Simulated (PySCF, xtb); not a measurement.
B(F)(NHMe)(OH) (CH5BFNO), SMILES CNB(O)F. The values are those of a single conformer.

Harmonic wavenumbers (cm⁻¹) from GFN2-xTB run with xtb at its own minimum, in rising order: 68, 147, 217, 388, 461, 474, 522, 594, 797, 919, 1067, 1112, 1128, 1243, 1339, 1416, 1469, 1478, 1504, 2938, 2962, 3017, 3480, 3661.

Task: What does r2SCAN-D4/def2-SVP in PySCF give at its own minimum? (The exact figures need the calculation; the answer reports its results.)

Result: 42, 135, 241, 419, 437, 511, 552, 654, 817, 961, 1095, 1141, 1165, 1317, 1434, 1457, 1482, 1487, 1576, 2999, 3067, 3112, 3621, 3896. Paired by order, the mean absolute difference is 56 cm⁻¹ and the zero-point energies are 46.3 and 48.1 kcal/mol.
